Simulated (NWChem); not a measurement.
System: GaHCl2; SMILES [GaH]([Cl])[Cl]

Here is an NWChem input.

```
start job
memory heap 200 mb stack 900 mb global 1100 mb
geometry units angstroms noautoz
  Ga     0.000000     0.000000    -0.567452
  H      0.000000     0.000000    -2.126043
  Cl    -1.818236     0.000000     0.585321
  Cl     1.818236     0.000000     0.585321
end
basis spherical
  Ga library aug-cc-pvtz
  H library aug-cc-pvtz
  Cl library aug-cc-pvtz
end
dft
  xc xtpss03 ctpss03
  iterations 150
  semidirect filesize 400000000
  mulliken
end
task dft energy
```

All runs use the structure optimised with PBE-D3(BJ)/def2-SVP.

**Question.** Predict the main results of this run. (TPSS/aug-cc-pVTZ.) Quantities: basis functions; energy (Ha); highest occupied level (eV); orbital gap (eV); dipole (D).

**Answer.** 
* **number of basis functions**: 182
* **energy (Ha)**: -2846.07
* **highest occupied level (eV)**: -7.90
* **orbital gap (eV)**: 5.43
* **dipole (D)**: 1.72
